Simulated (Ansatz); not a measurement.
Cost and result for the atomization energy of C2H3FSSi, SMILES `F[SiH]1CC1=S` (8 atoms, 8 bonds).

Total charge 0; spin multiplicity 1. Geometry: relaxed with PBE0-D4/def2-TZVP. Program: Ansatz. All runs use 2 threads of an Intel Xeon Platinum 8488C on a shared host. Times are those of one run each, without the atoms' runs, and a repeat can differ threefold. Electronic energies, without spin–orbit coupling; frozen cores. CCSD(T)/CBS adds CCSD(T) − MP2 in def2-TZVPP to the MP2 limit, and its time is that of the two runs behind it. T1 = 0.016; the RHF reference is unstable towards UHF. B3LYP takes the VWN-RPA correlation (the form of Gaussian; ORCA's B3LYP/G). HSE06 is the plane-wave form, built on full-range PBE exchange.

CCSD(T)/CBS is a level of theory with its own doubt, some kJ/mol a heavy atom from the limit and from the frozen cores, so smaller differences don't rank the functionals.

```csv
level,functions,wall time,atomization (kJ/mol),difference from CCSD(T)/CBS,per bond
PBE-D4/def2-TZVPP (with forces),219,2.9 s,3148.2,103.9,13.0
HSE06-D4/def2-TZVPP,219,3.6 s,3066.7,22.4,2.8
CAM-B3LYP-D4/def2-TZVPP,219,3.8 s,3038.9,-5.4,-0.7
CCSD(T)/def2-SVP,93,4.4 s,2824.0,-220.3,-27.5
r2SCANh-D4/def2-TZVPP,219,4.8 s,3042.3,-2.0,-0.2
B3LYP-D4/def2-TZVPP (with forces),219,4.9 s,3033.4,-10.9,-1.4
B2PLYP/def2-TZVPP,219,6.5 s,3008.1,-36.2,-4.5
B97M-V/def2-TZVPP,219,7.5 s,3078.1,33.8,4.2
PBE-QIDH/def2-TZVPP,219,7.5 s,3032.5,-11.8,-1.5
ωB97X-V/def2-TZVPP,219,8 s,3054.0,9.7,1.2
MP2/def2-QZVPP,401,23 s,3101.6,57.3,7.2
CCSD(T)/def2-TZVPP,219,82 s,2948.1,-96.2,-12.0
CCSD(T)/CBS(def2),–,100 s,3044.3,0.0,0.0
```

The D4 term adds +31.8 kJ/mol with B3LYP and +16.4 kJ/mol with PBE0; it sums over pairs of atoms, weighted by their polarisabilities, and B3LYP, whose exchange is more repulsive, gets the larger term. In def2-TZVPP, CCSD(T) changes the Hartree–Fock value by +824.6 kJ/mol (the triples alone add +69.1 kJ/mol) and MP2 by +920.4 kJ/mol; breaking electron pairs costs correlation energy, which Hartree–Fock lacks. From BLYP to BHLYP (50 % exact exchange), in def2-TZVPP and without D4, the atomization energy moves by −117.9 kJ/mol: exact exchange takes away binding that semilocal exchange gives to molecules.
